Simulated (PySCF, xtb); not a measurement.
C₂H₅ClOSi, SMILES C=CO[SiH2]Cl. One conformer was computed; it need not be the lowest.

Harmonic wavenumbers (cm⁻¹) from GFN2-xTB in xtb 6.7.1 at its own minimum, in rising order: 43, 93, 104, 225, 412, 512, 543, 609, 676, 746, 757, 810, 843, 1004, 1023, 1201, 1312, 1371, 1697, 2260, 2303, 3027, 3129, 3170.

Q: What does B3LYP-D3(BJ)/def2-SVP in PySCF give at its own minimum? (The exact figures need the calculation; the answer reports its results.)

A: 61, 71, 142, 268, 462, 539, 639, 716, 731, 764, 876, 911, 965, 985, 1045, 1219, 1338, 1408, 1723, 2258, 2300, 3144, 3165, 3268. Paired by order, the mean absolute difference is 51 cm⁻¹ and the zero-point energies are 39.8 and 41.5 kcal/mol.
